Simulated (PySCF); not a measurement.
Compound: C5H10OS.
Cartesian coordinates in Å at the GFN2-xTB level; atoms count from 1:
```
atom  x, y, z in Å
C1    -3.071   -0.232    0.178
C2    -1.889    0.237   -0.172
C3    -0.862   -0.536   -0.939
C4     0.454   -0.606   -0.176
S5     1.176    1.106   -0.074
C6     2.733    0.564    0.767
O7     1.549    1.449   -1.446
H8    -3.779    0.361    0.731
H9    -3.385   -1.230   -0.082
H10   -1.594    1.244    0.094
H11   -0.670   -0.032   -1.891
H12   -1.229   -1.543   -1.149
H13    0.308   -0.961    0.842
H14    1.173   -1.235   -0.699
H15    2.475    0.156    1.737
H16    3.243   -0.171    0.155
H17    3.361    1.440    0.887
```

Computed, not measured: TDDFT PBE0/def2-SVPD, vertical, gas phase, core orbitals frozen in the response in PySCF 2.14.0, density-fitted response routines.

```json
{"state": "S1", "λ (nm)": "215.2", "E (eV)": "5.76", "f": "0.015", "main configurations (H = HOMO, L = LUMO)": "H→L (77%), H→L+1 (10%)"}
{"state": "S2", "λ (nm)": "207.5", "E (eV)": "5.98", "f": "0.057", "main configurations (H = HOMO, L = LUMO)": "H→L+1 (61%), H→L+3 (22%)"}
{"state": "S3", "λ (nm)": "205.6", "E (eV)": "6.03", "f": "0.016", "main configurations (H = HOMO, L = LUMO)": "H→L+2 (48%), H→L (19%), H→L+1 (15%)"}
{"state": "S4", "λ (nm)": "191.5", "E (eV)": "6.48", "f": "0.012", "main configurations (H = HOMO, L = LUMO)": "H→L+3 (44%), H→L+2 (31%), H→L+1 (10%)"}
{"state": "S5", "λ (nm)": "186.3", "E (eV)": "6.66", "f": "0.084", "main configurations (H = HOMO, L = LUMO)": "H→L+4 (79%), H→L+3 (13%)"}
{"state": "S6", "λ (nm)": "180.6", "E (eV)": "6.87", "f": "0.0058", "main configurations (H = HOMO, L = LUMO)": "H-2→L (47%), H-1→L (16%), H-2→L+3 (12%)"}
```

Triplets (Tamm–Dancoff): T1 4.46 eV, H-1→L (76%), H-2→L (8%); T2 5.10 eV, H→L+1 (59%), H→L+2 (15%), H→L (10%).

The lowest singlet lies at 5.76 eV (215 nm, ultraviolet) and is weak; its leading configuration is HOMO→LUMO (77%). The most intense listed level is S5 at 6.66 eV (186 nm, f = 0.084), 0.89 eV above S1. Löwdin shares by element: HOMO oxygen 49%, sulfur 31%, carbon 15% or more; LUMO carbon 57% or more, sulfur 7%, hydrogen 5% or more (atoms not listed hold the other 30%). Orbital energies (eV): HOMO-3 -9.68, HOMO-2 -7.92, HOMO-1 -7.68, HOMO -6.75, LUMO 0.06, LUMO+1 0.50, LUMO+2 0.66. The listed states span 1.10 eV, and the widest gap between neighbours is 0.45 eV (S3 to S4). Weighted by f, the mean energy of these states is 6.32 eV. No computed singlet lies in the visible range (380 to 750 nm); the lowest, at 215 nm, stands 2.50 eV above its violet end (3.26 eV). Singlets were solved by full linear response, triplets in the Tamm–Dancoff approximation.

One conformer stands for the species.
